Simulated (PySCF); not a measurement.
# Relaxation of quintet MoH2

Computed with UPBE0 in PySCF with Mo def2-TZVP with ECP28, H def2-TZVP; scalar-relativistic core potentials, no spin–orbit coupling; density-fitted integrals. A (50,194) grid was used.

A hand-made linear start, of D∞h symmetry, held to at least that symmetry:

```xyz
3
charge 0 multiplicity 5, angstrom
Mo    0.0000    0.0000    0.0000
H     0.0000    0.0000    1.7000
H     0.0000    0.0000   -1.7000
```

Optimiser trace:
```tsv
step	E − E(last) (kJ/mol)	largest gradient (Eh/bohr)
0	22.09	0.03645
1	4.86	0.01569
2	0.24	0.00326
3	0.00	0.00037
4	0.00	0.00001
```

It ends at D∞h with Mo–H 1.833 Å (×2); H–Mo–H 180.0°. No frequency check is given, so it may be a saddle point.

Open d and f shells are described by one determinant, and the ground state may have another occupation or spin.

The relaxation took about 12 core-seconds on a shared host.
